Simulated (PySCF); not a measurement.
`C1=CC(C)=C(C=O)C(C=O)=C1`, C$_{9}$H$_{8}$O$_{2}$

Geometry:
| atom | x (Å) | y (Å) | z (Å) |
| --- | --- | --- | --- |
| C1 | -2.394 | -0.590 | -0.478 |
| C2 | -1.097 | 0.077 | -0.133 |
| C3 | -1.121 | 1.440 | 0.198 |
| C4 | 0.031 | 2.140 | 0.529 |
| C5 | 1.253 | 1.478 | 0.533 |
| C6 | 1.327 | 0.120 | 0.211 |
| C7 | 2.709 | -0.434 | 0.260 |
| O8 | 3.075 | -1.561 | 0.045 |
| C9 | 0.147 | -0.597 | -0.126 |
| C10 | 0.227 | -2.048 | -0.461 |
| O11 | -0.729 | -2.723 | -0.772 |
| H12 | -2.373 | -1.009 | -1.494 |
| H13 | -2.598 | -1.445 | 0.181 |
| H14 | -3.221 | 0.131 | -0.403 |
| H15 | -2.083 | 1.959 | 0.192 |
| H16 | -0.024 | 3.201 | 0.782 |
| H17 | 2.170 | 2.015 | 0.788 |
| H18 | 3.459 | 0.350 | 0.540 |
| H19 | 1.243 | -2.486 | -0.407 |

Level of theory: TDDFT CAM-B3LYP/aug-cc-pVDZ excited states, vertical, gas phase (PySCF). Geometry: PBE0-D3(BJ)/def2-SVP.

(1) Give the one- and two-photon strengths of the lowest singlets.

Answers

(1) δ for parallel linear polarisation; σ at the peak of a Lorentzian of half width 0.1 eV, single beam; Ω is circular over linear.
```
state  E (eV)      f  photon λ (nm)  δ (au)  σ (GM)     Ω                                    main
   S1    3.16  0.000            785    <0.1    0.00     –                          HOMO→LUMO 0.84
   S2    3.84  0.000            646    <0.1    0.00     –      HOMO−3→LUMO 0.60, HOMO→LUMO+1 0.24
   S3    4.49  0.084            552    83.9    0.62  1.24    HOMO−1→LUMO 0.86, HOMO−2→LUMO+1 0.12
   S4    4.97  0.140            499    77.4    0.70  1.47    HOMO−2→LUMO 0.89, HOMO−1→LUMO+1 0.09
   S5    5.31  0.000            467    1.24    0.01  1.50      HOMO→LUMO+1 0.59, HOMO−3→LUMO 0.28
   S6    5.95  0.273            417      76    0.98  0.36  HOMO−1→LUMO+1 0.78, HOMO−2→LUMO+1 0.09
```

Among these, the strongest one-photon state is S6, the strongest two-photon state S6, with a dipole change of 1.6 D (relaxed, norm of the difference vector).
